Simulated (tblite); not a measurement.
Species: C3H2FN2S (doublet state).
Atom-mapped SMILES: `[F:1][CH:2][c:3]1[cH:4][n:5][s:6][n:7]1` (hydrogens: H8 on C2; H9 on C4)

Cartesian coordinates in Å at the GFN2-xTB level; atoms count from 1:
```
atom  x, y, z in Å
F1    -2.2476    0.5379    0.3662
C2    -1.4555   -0.4417   -0.0798
C3    -0.0935   -0.2758   -0.1062
C4     0.6462    0.8955    0.3111
N5     1.9274    0.7732    0.1742
S6     2.2589   -0.7136   -0.4439
N7     0.7449   -1.2386   -0.5497
H8    -1.9774   -1.3271   -0.3987
H9     0.2102    1.7963    0.7016
```

Computed with GFN2-xTB (tblite): harmonic, unscaled wavenumbers at the GFN2-xTB geometry, gas phase. The method is semi-empirical: single wavenumbers can be off by several per cent or more. One conformer, not necessarily the lowest. Open shells enter through the occupations alone, without spin polarisation, and single modes of such species can be off by tens of per cent.

Harmonic wavenumbers (cm⁻¹): 149.5, 172.2, 257.3, 436.5, 454.8, 602.2, 633.8, 648.2, 697.2, 765.1, 820.7, 883.5, 974.0, 1116.6, 1149.8, 1240.0, 1285.5, 1479.1, 1524.7, 3123.2, 3142.7.

A = 7240, B = 1486, C = 1233 MHz; mass 116.992 u (most abundant isotopes); point group Cs, symmetry number 1; spin multiplicity 2.

Problem. Zero-point energy?

Solution. ½Σν̃ = 10778 cm⁻¹ = 128.94 kJ/mol.

Problem. Give the ideal-gas entropy at 273.15 K and 1 bar in the rigid-rotor, harmonic-oscillator model (classical rotation).

Solution. Translation 166.43, rotation 114.32, vibration 39.82, spin (R ln 2) 5.76: S = 326.3 J/(mol K).

Problem. And Cp and H(273.15 K) − H(0)?

Solution. Cp = 91.08 J/(mol K), of which vibrations give 57.82 (their classical limit is 21 R = 174.6); H(273.15 K) − H(0) = 15.84 kJ/mol without the zero-point energy, 6.75 from vibrations.

Problem. How do the functions run with temperature in this model?

Solution. 
```tsv
T (K)	S (J/(mol K))	Cp (J/(mol K))	H − H(0) (kJ/mol)	G − H(0) (kJ/mol)	ln q(vib)
100	260.3	48.5	3.85	-22.18	0.24
200	301.0	72.4	9.85	-50.35	1.06
300	335.2	97.6	18.37	-82.18	2.11
500	394.7	135.5	42.00	-155.36	4.49
800	465.7	164.9	87.64	-284.90	8.07
1000	503.7	175.7	121.77	-381.94	10.29
```

q(vib) and H(0) count from the zero-point level.

Problem. What must be added to the electronic energy to get the Gibbs energy at 273.15 K and 1 bar?

Solution. ZPE + [H(273.15 K) − H(0)] − T·S = 128.94 + 15.84 − 89.14 = 55.64 kJ/mol.

Problem. Blend soft modes into free rotors: weight 1/[1 + (100 cm⁻¹/ν̃)⁴] for the oscillator and the rest for a rotor with moment μB/(μ + B), μ = h/(8π²ν), B = 10⁻⁴⁴ kg m². What vibrational entropy results?

Solution. 39.76 J/(mol K) in place of 39.82, which changes −T·S at 273.15 K by +0.02 kJ/mol.

Problem. Which modes carry the vibrational entropy at 273.15 K?

Solution. 149.5 cm⁻¹: 10.51; 172.2 cm⁻¹: 9.40; 257.3 cm⁻¹: 6.40; 436.5 cm⁻¹: 3.01; 454.8 cm⁻¹: 2.79; 602.2 cm⁻¹: 1.51 J/(mol K); the other 15 give 6.20 together.

Hindered rotation and anharmonicity are outside this model. Other conformers, if any are populated, would add a mixing term that is left out.
